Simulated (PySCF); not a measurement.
## Spinor energies of C (carbon, neutral)

Start: [He] 2s2 2p1 3s1; 2p3/2 filled at m_j = +3/2; 3s1/2 filled at m_j = +1/2. Calculated with PySCF 2.14 in x2c-SVPall-2c with one added diffuse shell of s type (4s2p1d, 15 functions): generalised Hartree-Fock with the X2C-1e Hamiltonian and a Gaussian nucleus; one run each with spin-orbit coupling (SO) switched off, then screened by Boettger's factors. This is a chosen level, not necessarily the ground level.

| spinor shell | electrons | ε, spin-free (eV) | ε, screened SO (eV) | weight of nominal j (screened SO) | rms radius, screened SO (bohr) |
| --- | --- | --- | --- | --- | --- |
| 1s1/2 | 2 | -317.59 | -317.59 | 1.000 | 0.312 |
| 2s1/2 | 2 | -25.027 | -25.028 | 1.000 | 1.63 |
| 2p3/2 | 1 | -18.683 | -18.680 | 1.000 | 1.67 |
| 3s1/2 | 1 | -3.229 | -3.229 | 1.000 | 5.11 |

```csv
quantity,spin-free,screened SO
E (hartree),-37.37531,-37.37520
M_J,2,2
⟨J²⟩,6.004,6.004
⟨L²⟩,2.003,2.003
⟨S²⟩,2.002,2.002
```

Each row is a mean over spinors that exchange with the open shell spreads, by up to 3.973 eV (2s1/2).

Without spin-orbit coupling the j labels of p, d and f shells carry no meaning; the spin-free column gives the mean over the occupied spinors of each nl shell.
